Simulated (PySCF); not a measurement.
# dipropylamine (CCCNCCC, C₆H₁₅N)

Geometry:
| atom | x (Å) | y (Å) | z (Å) |
| --- | --- | --- | --- |
| C1 | 3.724 | -0.252 | 0.637 |
| C2 | 2.484 | -0.388 | -0.230 |
| C3 | 1.190 | -0.138 | 0.527 |
| N4 | 0.040 | -0.228 | -0.338 |
| C5 | -1.227 | -0.007 | 0.316 |
| C6 | -2.388 | -0.123 | -0.656 |
| C7 | -3.738 | 0.152 | -0.015 |
| H8 | 3.704 | -0.959 | 1.482 |
| H9 | 3.807 | 0.762 | 1.059 |
| H10 | 4.642 | -0.448 | 0.063 |
| H11 | 2.525 | 0.312 | -1.081 |
| H12 | 2.450 | -1.401 | -0.672 |
| H13 | 1.136 | -0.832 | 1.400 |
| H14 | 1.216 | 0.878 | 0.962 |
| H15 | 0.032 | -1.133 | -0.805 |
| H16 | -1.218 | 1.010 | 0.750 |
| H17 | -1.398 | -0.695 | 1.178 |
| H18 | -2.207 | 0.570 | -1.494 |
| H19 | -2.387 | -1.137 | -1.097 |
| H20 | -3.784 | 1.172 | 0.398 |
| H21 | -4.559 | 0.051 | -0.742 |
| H22 | -3.941 | -0.547 | 0.813 |

Computed, not measured: PySCF 2.14.0, TDDFT CAM-B3LYP/aug-cc-pVDZ excited states, vertical, gas phase. Geometry: PBE0-D3(BJ)/def2-SVP.

Problem. Give the one- and two-photon strengths of the lowest singlets.

Solution. δ for parallel linear polarisation; σ at the peak of a Lorentzian of half width 0.1 eV, single beam; Ω is circular over linear.
```tsv
state	E (eV)	f	photon λ (nm)	δ (au)	σ (GM)	Ω	main
S1	5.51	0.001	450	159	1.76	0.67	HOMO→LUMO 0.60, HOMO→LUMO+4 0.13
S2	5.94	0.015	417	75.8	0.98	0.70	HOMO→LUMO+2 0.71, HOMO→LUMO 0.10
S3	6.22	0.074	399	4.47	0.06	0.11	HOMO→LUMO+3 0.79, HOMO→LUMO+4 0.10
S4	6.37	0.009	389	7.79	0.12	1.50	HOMO→LUMO+1 0.81, HOMO→LUMO+8 0.14
S5	6.75	0.001	367	44.8	0.75	0.11	HOMO→LUMO+4 0.48, HOMO→LUMO 0.27
S6	6.98	0.000	355	78.2	1.40	1.50	HOMO→LUMO+5 0.91
```

Among these, the strongest one-photon state is S3, the strongest two-photon state S1, with a dipole change of 7.0 D (relaxed, norm of the difference vector).
